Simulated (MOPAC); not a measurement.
Input for MOPAC: PM3 on C3H7N (a complex), monomers drawn apart or pushed together.

```
PM3 1SCF PRECISE CHARGE=0 THREADS=1
C3H7N

C     -0.65061802 1     0.13229705 1     0.32227154 1
N      0.47092817 1     0.11114744 1     0.08739268 1
H     -1.69294343 1     0.15183990 1     0.54699430 1
C     -0.69418809 1    -0.01128936 1     4.34079388 1
C      0.82989988 1    -0.04475532 1     4.40097841 1
H     -1.08679441 1    -0.86726397 1     3.78678508 1
H     -1.05051956 1     0.89822407 1     3.85131929 1
H     -1.13591662 1    -0.03864895 1     5.33893187 1
H      1.18461470 1    -0.95171895 1     4.89434819 1
H      1.22084490 1     0.80865224 1     4.95837840 1
H      1.26582415 1    -0.01744638 1     3.40149664 1
```

Program output:

```
*******************************************************************************
 **                                                                           **
 **                              MOPAC v23.2.5                                **
 **                                                                           **
 *******************************************************************************
 ** MOPAC's Digital Object Identifier: https://doi.org/10.5281/zenodo.6511958 **
 **                                                                           **
 ** Please cite the open-source release paper for use of this MOPAC version:  **
 ** J. E. Moussa and J. J. P. Stewart (2026)                                  **
 ** MOPAC: An open-source semiempirical molecular orbital program             **
 ** J. Open Source Softw., 11(119), 8025, https://doi.org/10.21105/joss.08025 **
 *******************************************************************************

                              PM3 CALCULATION RESULTS

 *******************************************************************************
 *  PM3        - The PM3 Hamiltonian to be used
 *
 *
 *
 *                 CHARGE ON SYSTEM = 0
 *
 *
 *
 *  PRECISE    - TIGHTER CRITERIA TO BE USED
 *  1SCF       - DO 1 SCF AND THEN STOP
 *  THREADS=1  - MULTI-THREADING NOT USED
 *  T=         - A TIME OF 172800.0 SECONDS REQUESTED
 *  DUMP=N     - RESTART FILE WRITTEN EVERY 7200.0 SECONDS REQUESTED
 *******************************************************************************
PM3 1SCF PRECISE CHARGE=0 THREADS=1
 C3H7N

   ATOM   CHEMICAL          X               Y               Z
  NUMBER   SYMBOL      (ANGSTROMS)     (ANGSTROMS)     (ANGSTROMS)

     1       C         -0.65061802  *   0.13229705  *   0.32227154  *
     2       N          0.47092817  *   0.11114744  *   0.08739268  *
     3       H         -1.69294343  *   0.15183990  *   0.54699430  *
     4       C         -0.69418809  *  -0.01128936  *   4.34079388  *
     5       C          0.82989988  *  -0.04475532  *   4.40097841  *
     6       H         -1.08679441  *  -0.86726397  *   3.78678508  *
     7       H         -1.05051956  *   0.89822407  *   3.85131929  *
     8       H         -1.13591662  *  -0.03864895  *   5.33893187  *
     9       H          1.18461470  *  -0.95171895  *   4.89434819  *
    10       H          1.22084490  *   0.80865224  *   4.95837840  *
    11       H          1.26582415  *  -0.01744638  *   3.40149664  *



          CARTESIAN COORDINATES

    NO.       ATOM           X           Y           Z

     1         C         -0.6506      0.1323      0.3223
     2         N          0.4709      0.1111      0.0874
     3         H         -1.6929      0.1518      0.5470
     4         C         -0.6942     -0.0113      4.3408
     5         C          0.8299     -0.0448      4.4010
     6         H         -1.0868     -0.8673      3.7868
     7         H         -1.0505      0.8982      3.8513
     8         H         -1.1359     -0.0386      5.3389
     9         H          1.1846     -0.9517      4.8943
    10         H          1.2208      0.8087      4.9584
    11         H          1.2658     -0.0174      3.4015

  H: (PM3): J. J. P. STEWART, J. COMP. CHEM. 10, 209 (1989).
  C: (PM3): J. J. P. STEWART, J. COMP. CHEM. 10, 209 (1989).
  N: (PM3): J. J. P. STEWART, J. COMP. CHEM. 10, 209 (1989).

           Empirical Formula: C3 H7 N  =    11 atoms



      MOLECULAR POINT GROUP   :   Cs


      RHF CALCULATION, NO. OF DOUBLY OCCUPIED LEVELS = 12


 -------------------------------------------------------------------------------
 PM3 1SCF PRECISE CHARGE=0 THREADS=1
 C3H7N



     1SCF WAS SPECIFIED, SO BFGS WAS NOT USED
     SCF FIELD WAS ACHIEVED


                              PM3 CALCULATION
                                                       MOPAC v23.2.5 Linux




          FINAL HEAT OF FORMATION =         15.20672 KCAL/MOL =      63.62490 KJ/MOL


          COSMO AREA              =        127.36 SQUARE ANGSTROMS
          COSMO VOLUME            =        107.61 CUBIC ANGSTROMS

          IONIZATION POTENTIAL    =         12.107373 EV
          HOMO LUMO ENERGIES (EV) =        -12.107  1.531
          NO. OF FILLED LEVELS    =         12
          MOLECULAR WEIGHT        =         57.0950         POINT GROUP:  Cs

          MOLECULAR DIMENSIONS (Angstroms)

            Atom       Atom       Distance
            H     8    N     2     5.49391
            H     3    H     9     4.14911
            H    10    H     6     2.25868


          SCF CALCULATIONS        =          1





   ATOM   CHEMICAL          X               Y               Z
  NUMBER   SYMBOL      (ANGSTROMS)     (ANGSTROMS)     (ANGSTROMS)

     1       C         -0.65061802  *   0.13229705  *   0.32227154  *
     2       N          0.47092817  *   0.11114744  *   0.08739268  *
     3       H         -1.69294343  *   0.15183990  *   0.54699430  *
     4       C         -0.69418809  *  -0.01128936  *   4.34079388  *
     5       C          0.82989988  *  -0.04475532  *   4.40097841  *
     6       H         -1.08679441  *  -0.86726397  *   3.78678508  *
     7       H         -1.05051956  *   0.89822407  *   3.85131929  *
     8       H         -1.13591662  *  -0.03864895  *   5.33893187  *
     9       H          1.18461470  *  -0.95171895  *   4.89434819  *
    10       H          1.22084490  *   0.80865224  *   4.95837840  *
    11       H          1.26582415  *  -0.01744638  *   3.40149664  *

                             CARTESIAN COORDINATES

   1    C       -0.650618020     0.132297050     0.322271540
   2    N        0.470928170     0.111147440     0.087392680
   3    H       -1.692943430     0.151839900     0.546994300
   4    C       -0.694188090    -0.011289360     4.340793880
   5    C        0.829899880    -0.044755320     4.400978410
   6    H       -1.086794410    -0.867263970     3.786785080
   7    H       -1.050519560     0.898224070     3.851319290
   8    H       -1.135916620    -0.038648950     5.338931870
   9    H        1.184614700    -0.951718950     4.894348190
  10    H        1.220844900     0.808652240     4.958378400
  11    H        1.265824150    -0.017446380     3.401496640


           Empirical Formula: C3 H7 N  =    11 atoms



      MOLECULAR POINT GROUP   :   Cs


                  EIGENVALUES
 -34.29234 -31.41975 -23.16293 -19.83405 -15.24923 -15.21856 -13.73145 -13.38758
 -13.37463 -12.59756 -12.13731 -12.10737   1.53102   1.53104   2.12635   3.79996
   4.01379   4.03621   4.29399   4.76059   4.86754   4.88926   6.51117


              NET ATOMIC CHARGES AND DIPOLE CONTRIBUTIONS

  ATOM NO.   TYPE          CHARGE      No. of ELECS.   s-Pop       p-Pop
    1          C          -0.159880        4.1599     1.27784     2.88204
    2          N          -0.065759        5.0658     1.74239     3.32337
    3          H           0.225894        0.7741     0.77411
    4          C          -0.104029        4.1040     1.13576     2.96827
    5          C          -0.109479        4.1095     1.13561     2.97387
    6          H           0.030760        0.9692     0.96924
    7          H           0.030691        0.9693     0.96931
    8          H           0.035782        0.9642     0.96422
    9          H           0.036835        0.9632     0.96316
   10          H           0.036820        0.9632     0.96318
   11          H           0.042364        0.9576     0.95764
 DIPOLE           X         Y         Z       TOTAL
 POINT-CHG.    -1.403     0.026     0.315     1.438
 HYBRID        -1.157     0.022     0.246     1.183
 SUM           -2.560     0.048     0.561     2.621


          ATOMIC ORBITAL ELECTRON POPULATIONS

     Atom    s        px        py        pz
    1  C   1.27784   0.97728   0.95197   0.95279
    2  N   1.74239   1.21926   1.04810   1.05601
    3  H   0.77411
    4  C   1.13576   0.96192   0.99950   1.00684
    5  C   1.13561   0.95267   1.00867   1.01253
    6  H   0.96924
    7  H   0.96931
    8  H   0.96422
    9  H   0.96316
   10  H   0.96318
   11  H   0.95764

 **********************
 *                    *
 * JOB ENDED NORMALLY *
 *                    *
 **********************




 == MOPAC DONE ==
```

The run finished.

Cost: roughly 0.03 core-seconds.
